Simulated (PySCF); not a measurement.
Correlation energy of C²⁺ (carbon, charge +2)

[He] 2s2, closed-shell 1S. Computed with PySCF 2.14 in x2c-TZVPPall with one added diffuse shell each of s, p, d type (6s4p3d1f, 40 functions), with the spin-free X2C one-electron Hamiltonian (Gaussian nucleus). Frozen: 1s2; 2 electrons correlated.

With two correlated electrons CCSD is exact within the correlated space (frozen core and kept virtual orbitals).

```json
{"level": "CCSD", "correlation energy (mhartree)": "-72.73"}
```

Diagnostics: T1 = 0.0085, D1 = 0.0120, largest double amplitude 0.156.

Task: Is a single reference adequate?

Result: Not fully. A double-excitation amplitude exceeds 0.15, a sign of near-degeneracy.
